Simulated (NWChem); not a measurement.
System: Si2NH6Cl; SMILES [Si@H]([SiH3])(Cl)N

NWChem input:

```
start job
memory heap 200 mb stack 900 mb global 1100 mb
geometry units angstroms
  N     -1.931254     0.314059    -0.400002
  Si    -0.463579     0.088948     0.477942
  Si     0.519192    -1.939614    -0.172658
  Cl     0.978904     1.612461     0.198548
  H     -1.938531     0.208203    -1.408282
  H     -2.577559     1.041357    -0.112460
  H     -0.816123     0.164209     1.916510
  H      1.857889    -2.097925     0.454632
  H      0.674310    -1.968655    -1.653975
  H     -0.345304    -3.081325     0.235124
end
basis spherical
  * library sto-3g
end
dft
  xc hfexch
  iterations 150
end
driver
  maxiter 120
end
task dft optimize
task dft freq
```

Excerpt of the output:

```
             Northwest Computational Chemistry Package (NWChem) 7.3.0
             --------------------------------------------------------

 C1  symmetry detected

                             Geometry "geometry" -> ""
                             -------------------------

 Output coordinates in angstroms (scale by  1.889725989 to convert to a.u.)

  No.       Tag          Charge          X              Y              Z
 ---- ---------------- ---------- -------------- -------------- --------------
    1 N                    7.0000    -2.00090592     0.09696500    -0.33704204
    2 Si                  14.0000    -0.45561967     0.11849287     0.42921999
    3 Si                  14.0000     0.69195834    -1.85907218    -0.09659762
    4 Cl                  17.0000     0.78605249     1.74046882    -0.12517547
    5 H                    1.0000    -2.07225449    -0.11838435    -1.32518224
    6 H                    1.0000    -2.69961375     0.78217295    -0.06936620
    7 H                    1.0000    -0.70522309     0.31411706     1.87796382
    8 H                    1.0000     2.08325821    -1.81185859     0.42562870
    9 H                    1.0000     0.73760850    -2.03361512    -1.57533216
   10 H                    1.0000    -0.00906755    -3.03104639     0.49685220

 Effective nuclear repulsion energy (a.u.)     271.4329350490

                                Z-matrix (autoz)
                                --------

 Units are Angstrom for bonds and degrees for angles

      Type          Name      I     J     K     L     M      Value
      ----------- --------  ----- ----- ----- ----- ----- ----------
    1 Stretch                  1     2                       1.72497
    2 Stretch                  1     5                       1.01385
    3 Stretch                  1     6                       1.01457
    4 Stretch                  2     3                       2.34610
    5 Stretch                  2     4                       2.11658
    6 Stretch                  2     7                       1.48305
    7 Stretch                  3     8                       1.48683
    8 Stretch                  3     9                       1.48970
    9 Stretch                  3    10                       1.48901
   10 Bend                     1     2     3               109.15414
   11 Bend                     1     2     4               114.75518
   12 Bend                     1     2     7               106.54783
   13 Bend                     2     1     5               119.91056
   14 Bend                     2     1     6               119.42665
   15 Bend                     2     3     8               110.62367
   16 Bend                     2     3     9               109.64706
   17 Bend                     2     3    10               110.11048
   18 Bend                     3     2     4               107.47483
   19 Bend                     3     2     7               114.35892
   20 Bend                     4     2     7               104.68607
   21 Bend                     5     1     6               110.61769
   22 Bend                     8     3     9               108.88653
   23 Bend                     8     3    10               108.99943
   24 Bend                     9     3    10               108.53160
   25 Torsion                  1     2     3     8         173.91799
   26 Torsion                  1     2     3     9          53.81213
   27 Torsion                  1     2     3    10         -65.53550
   28 Torsion                  3     2     1     5         -49.96840
   29 Torsion                  3     2     1     6         167.76049
   30 Torsion                  4     2     1     5          70.70989
   31 Torsion                  4     2     1     6         -71.56122
   32 Torsion                  4     2     3     8          48.88289
   33 Torsion                  4     2     3     9         -71.22297
   34 Torsion                  4     2     3    10         169.42940
   35 Torsion                  5     1     2     7        -173.93370
   36 Torsion                  6     1     2     7          43.79519
   37 Torsion                  7     2     3     8         -66.85766
   38 Torsion                  7     2     3     9         173.03647
   39 Torsion                  7     2     3    10          53.68885

  xc_inp: hfexch multiplicative factor not found.

                           NWChem Geometry Optimization
                           ----------------------------

 maximum gradient threshold         (gmax) =   0.000450
 rms gradient threshold             (grms) =   0.000300
 maximum cartesian step threshold   (xmax) =   0.001800
 rms cartesian step threshold       (xrms) =   0.001200
 fixed trust radius                (trust) =   0.300000
 source of zmatrix                         =   autoz

          -------------------
          Energy Minimization
          -------------------

 Using diagonal initial Hessian
 Scaling for Hessian diagonals: bonds = 1.00  angles = 0.25  torsions = 0.10

          --------
          Step   0

                                 NWChem DFT Module
                                 -----------------

 Summary of "ao basis" -> "ao basis" (spherical)
 ------------------------------------------------------------------------------
       Tag                 Description            Shells   Functions and Types
 ---------------- ------------------------------  ------  ---------------------
 N                           sto-3g                  3        5   2s1p
 Si                          sto-3g                  5        9   3s2p
 Cl                          sto-3g                  5        9   3s2p
 H                           sto-3g                  1        1   1s

[...]

      ----------------------
      Optimization converged
      ----------------------

  Step       Energy      Delta E   Gmax     Grms     Xrms     Xmax
  ---- ---------------- -------- -------- -------- -------- --------
@   10   -1083.11604088 -9.8D-08  0.00002  0.00001  0.00082  0.00171
                                     ok       ok       ok       ok

                                Z-matrix (autoz)
                                --------

 Units are Angstrom for bonds and degrees for angles

[...]

 Rotational Constants
 --------------------
 A=   0.137313 cm-1  (  0.197559 K)
 B=   0.073074 cm-1  (  0.105135 K)
 C=   0.052348 cm-1  (  0.075315 K)

 Temperature                      =   298.15K
 frequency scaling parameter      =   1.0000

 Zero-Point correction to Energy  =   48.149 kcal/mol  (  0.076730 au)
 Thermal correction to Energy     =   52.262 kcal/mol  (  0.083285 au)
 Thermal correction to Enthalpy   =   52.854 kcal/mol  (  0.084229 au)

 Total Entropy                    =   81.564 cal/mol-K
   - Translational                =   40.010 cal/mol-K (mol. weight = 110.9727)
   - Rotational                   =   27.508 cal/mol-K (symmetry #  =        1)
   - Vibrational                  =   14.045 cal/mol-K

 Cv (constant volume heat capacity) =   21.842 cal/mol-K
   - Translational                  =    2.979 cal/mol-K
   - Rotational                     =    2.979 cal/mol-K
   - Vibrational                    =   15.883 cal/mol-K

[normal modes left out]

 ----------------------------------------------------------------------------
 Normal Eigenvalue ||           Projected Infra Red Intensities
  Mode   [cm**-1]  || [atomic units] [(debye/angs)**2] [(KM/mol)] [arbitrary]
 ------ ---------- || -------------- ----------------- ---------- -----------
    1       -0.000 ||    0.000331           0.008         0.322       0.069
    2        0.000 ||    0.001016           0.023         0.991       0.211
    3        0.000 ||    0.000150           0.003         0.146       0.031
    4        0.000 ||    0.000403           0.009         0.393       0.084
    5        0.000 ||    0.000389           0.009         0.380       0.081
    6        0.000 ||    0.000082           0.002         0.080       0.017
    7       74.047 ||    0.000074           0.002         0.072       0.015
    8      158.082 ||    0.006663           0.154         6.495       1.386
    9      215.888 ||    0.003933           0.091         3.834       0.818
   10      264.702 ||    0.027679           0.639        26.983       5.758
   11      317.307 ||    0.059926           1.383        58.419      12.467
   12      527.871 ||    0.019281           0.445        18.796       4.011
   13      608.791 ||    0.157140           3.625       153.188      32.691
   14      649.401 ||    0.140749           3.247       137.209      29.281
   15      692.419 ||    0.036807           0.849        35.881       7.657
   16      709.775 ||    0.009756           0.225         9.511       2.030
   17      919.093 ||    0.098904           2.282        96.417      20.576
   18     1003.840 ||    0.218988           5.052       213.480      45.558
   19     1012.946 ||    0.074005           1.707        72.144      15.396
   20     1136.725 ||    0.358910           8.280       349.884      74.666
   21     1211.958 ||    0.010725           0.247        10.455       2.231
   22     1223.914 ||    0.085789           1.979        83.631      17.847
   23     1225.911 ||    0.078385           1.808        76.413      16.307
   24     1993.116 ||    0.004250           0.098         4.144       0.884
   25     2868.224 ||    0.005109           0.118         4.980       1.063
   26     2884.714 ||    0.012456           0.287        12.143       2.591
   27     2919.525 ||    0.013883           0.320        13.534       2.888
   28     2923.044 ||    0.012671           0.292        12.352       2.636
   29     3987.432 ||    0.003502           0.081         3.414       0.728
   30     4168.093 ||    0.000100           0.002         0.098       0.021
 ----------------------------------------------------------------------------
```

Level: Hartree-Fock/STO-3G.
